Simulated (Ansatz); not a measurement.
CH5Ge (SMILES [CH2][GeH3]) moved off its minimum; all values from Ansatz (a program for electronic structure), cores frozen in correlated methods. Open shells are unrestricted.
(charge 0, multiplicity 2)
```xyz
7

C      1.5896    -0.2247     0.0678
Ge    -0.3339    -0.0984     0.0510
H      2.3152     0.6509    -0.0903
H      1.9767    -1.1175     0.1593
H     -1.0185    -0.3887     1.4462
H     -0.7251     1.5464    -0.1654
H     -0.9946    -0.7855    -0.9967
```

Give the forces (eV/Å), the total energy and the dipole at CCSD(T)/cc-pVTZ.


| atom | Fx | Fy | Fz |
|---|---|---|---|
| C1 | -0.870 | 5.475 | -0.758 |
| Ge2 | 0.189 | 4.036 | 2.315 |
| H3 | -1.350 | -1.431 | 0.298 |
| H4 | 2.367 | -4.549 | 0.495 |
| H5 | 0.378 | -0.202 | -0.455 |
| H6 | 0.445 | -1.719 | 0.142 |
| H7 | -1.159 | -1.610 | -2.036 |
Energy -2116.4387 hartree, dipole 1.13 D.
